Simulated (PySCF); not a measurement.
H₄NSi, SMILES [NH][SiH3], multiplicity 2. Atoms are numbered in the order given.

```xyz
6

N      0.1338    -1.2291     0.0000
Si    -0.0116     0.5205     0.0000
H     -0.7504    -1.7406     0.0000
H      0.6908     1.0081     1.2120
H      0.6908     1.0081    -1.2120
H     -1.4046     1.0417     0.0000
```
Charge 0, spin multiplicity 2.

Geometry optimised at ωB97X-D3(BJ)/def2-TZVP. A frequency run showed that this geometry is not a minimum. The isomer is the one that the SMILES or the coordinates give; other isomers of the formula were not compared.

All values below come from PySCF with TDA-ωB97X/def2-TZVPD.

Vertical excitations. 

Problem. Give excitation energies, oscillator strengths and character. (Estimate from the structure and the level; the computed values follow.)

Solution. 
| state | energy (eV) | λ (nm) | f | main pairs |
|---|---|---|---|---|
| root 1 | 1.31 | 946 | 0.001 | β HOMO→LUMO 92 % |
| root 2 | 4.82 | 257 | 0.005 | β HOMO−1→LUMO 58 %, β HOMO−3→LUMO 35 % |
| root 3 | 5.82 | 213 | 0.053 | β HOMO−2→LUMO 96 % |
| root 4 | 6.14 | 202 | 0.001 | β HOMO−3→LUMO 56 %, β HOMO−1→LUMO 36 % |
| root 5 | 6.90 | 180 | 0.015 | α HOMO→LUMO 8 %, β HOMO→LUMO+1 75 % |
| root 6 | 7.40 | 168 | 0.002 | α HOMO−1→LUMO 83 % |
| root 7 | 7.43 | 167 | 0.039 | α HOMO→LUMO 77 %, β HOMO→LUMO+1 10 % |
| root 8 | 8.14 | 152 | 0.011 | α HOMO→LUMO+3 9 %, β HOMO→LUMO+3 50 %, β HOMO→LUMO+2 12 % |
| root 9 | 8.37 | 148 | 0.000 | α HOMO→LUMO+2 11 %, β HOMO→LUMO+4 73 % |
| root 10 | 8.43 | 147 | 0.005 | α HOMO−2→LUMO 24 %, β HOMO−1→LUMO+1 35 %, β HOMO→LUMO+5 9 % |
Unrestricted roots are not spin-pure.
